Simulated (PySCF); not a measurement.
# Two-component Hartree-Fock for Re⁺ (rhenium, charge +1)

Start: [Xe] 4f14 5d4 6s1 6p1; 5d5/2 filled at m_j = -1/2, +1/2, +3/2, +5/2; 6s1/2 filled at m_j = +1/2; 6p3/2 filled at m_j = +3/2. Calculated with PySCF 2.14 in x2c-TZVPall-2c (11s11p10d2f, 108 functions): generalised Hartree-Fock with the X2C-1e Hamiltonian and a Gaussian nucleus; spin-orbit coupling (SO) screened by Boettger's factors. This is a chosen level, not necessarily the ground level.

```csv
spinor shell,electrons,"ε, screened SO (eV)",weight of nominal j (screened SO),"rms radius, screened SO (bohr)"
1s1/2,2,-72057.9,1.000,0.0204
2s1/2,2,-12644.7,1.000,0.0824
2p1/2,2,-12078.0,1.000,0.0700
2p3/2,4,-10632.6,1.000,0.0775
3s1/2,2,-3000.0,1.000,0.210
3p1/2,2,-2747.6,1.000,0.202
3p3/2,4,-2428.5,1.000,0.217
3d3/2,4,-2009.4,1.000,0.192
3d5/2,6,-1940.6,1.000,0.196
4s1/2,2,-669.09,1.000,0.468
4p1/2,2,-562.49,1.000,0.476
4p3/2,4,-487.23,1.000,0.509
4d3/2,4,-311.80,0.999,0.531
4d5/2,6,-297.47,0.999,0.543
5s1/2,2,-113.15,1.000,1.11
5p1/2,2,-78.529,0.941,1.23
4f5/2,6,-74.106,0.984,0.636
5p3/2,4,-65.707,0.964,1.31
5d5/2,4,-23.453,0.599,1.89
6s1/2,1,-18.958,0.997,3.02
6p3/2,1,-11.823,1.000,3.80
```

(1) Where does 4f7/2 lie, and what is the 4f spin-orbit splitting (screened SO)?

```json
{"quantity": "E (hartree)", "screened SO": "-16700.22222"}
{"quantity": "M_J", "screened SO": "6"}
{"quantity": "⟨J²⟩", "screened SO": "42.033"}
{"quantity": "⟨L²⟩", "screened SO": "12.674"}
{"quantity": "⟨S²⟩", "screened SO": "11.758"}
```

Each row is a mean over spinors that exchange with the open shell spreads, by up to 8.014 eV (5p3/2).

Rows whose weight is well below 1 are mixtures of j = l ± 1/2: exchange outweighs spin-orbit coupling there, and the label is only the starting occupation.

Breit and QED terms are absent; they matter most for the inner s and p1/2 levels.

Densities and radii are taken from the X2C orbitals without a picture-change correction, which distorts them close to the nucleus.

Answers

(1) At -71.570 eV, 2.536 eV above 4f5/2.
